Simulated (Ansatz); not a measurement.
## Telling isomers of CH4AlF2Si apart by their spectra

These gas-phase data were calculated for one isomer of CH4AlF2Si at PBE0-D3(BJ)/def2-SVP (harmonic, unscaled wavenumbers; equilibrium rotational constants with average atomic masses):

* rotational constants: 5.167, 1.579, 1.225 GHz
* all wavenumbers above 1500 cm⁻¹: 3178, 3158, 3057, 2235
* dipole moment: 3.28 D (PBE0/def2-TZVPD)

Candidates:

(1) `C[SiH][Al]([F])[F]`, a doublet
(2) `[F][Al]([F])[CH2][SiH2]`, a doublet

Task: Which candidate do the data belong to?

Result: Candidate (1). 1 mode lies between 2000 and 2380 cm⁻¹, one for each Si–H bond, while (2) has 2.

The same quantities for all candidates:

```
     rotational constants (GHz)  wavenumbers above 1500 cm⁻¹  dipole (D)  E above the lowest, PBE0-D3(BJ)/def2-SVP (kcal/mol)
(1)         5.167, 1.579, 1.225       3178, 3158, 3057, 2235        3.28                                                  0.0
(2)         4.753, 1.665, 1.414       3164, 3084, 2211, 2188        2.46                                                  4.9
```

Harmonic stretches to hydrogen usually lie a few per cent above observed fundamentals. Each candidate is one conformer. Open shells are spin-unrestricted. Programs: Ansatz 0.2.0.
